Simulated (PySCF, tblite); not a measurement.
Species: C2H10NP2Si2 (doublet state).
SMILES: `CN(C)[Si]1P[SiH2]P1`

Jobs on this species (17 atoms, 87 electrons) with PySCF (density fitting) and tblite. Hardware of each: one thread of an Arm Neoverse V1, shared host. Other jobs ran on the host; a repeat could differ by tens of per cent or more.

| level and settings | work | basis functions | SCF cycles | wall time |
| --- | --- | --- | --- | --- |
| GFN2-xTB | Hessian by finite differences | – | – | 0.98 s |
| UKS B3LYP, pcH-1 on C H N P Si, non-relativistic, mean-field spin-orbit, GIAO | unrestricted SCF, g, hyperfine, density and orbital grids written | 315 | ? | ? |
| GFN2-xTB | L-BFGS relaxation | – | – | 0.81 s |

Question: Fill in the missing figures.

Answer: 
- UKS B3LYP, pcH-1 on C H N P Si, non-relativistic, mean-field spin-orbit, GIAO; unrestricted SCF, g, hyperfine, density and orbital grids written: 2.4 min, 12 SCF cycles

Question: What do all jobs in the table cost together?

Answer: About 2.4 min; the longest takes about 99 % of that, and about 180 times as long as the shortest.
